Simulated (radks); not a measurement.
The numbers below are computed, except where a source is named.
Q: Successive ionisation energies (eV) of one element, from differences of total energies of ions in their ground configurations, starting at charge 1: 18.186, 30.623, 44.512, 59.612, 75.763, 92.857, 110.81, 179.87, 201.59, 223.80. Code: a radial shooting solver on a logarithmic mesh with Libxc functionals. Model: scalar-relativistic Kohn-Sham, PBE, spin-unpolarised, spherical densities, finite nucleus; Fermi nuclear charge, rms radius 4.4809 fm. Which element is it?

A: Ruthenium (Z = 44). The first species listed is Ru+ in [Kr] 4d7, the last Ru10+ in [Ar] 3d10 4s2 4p4.
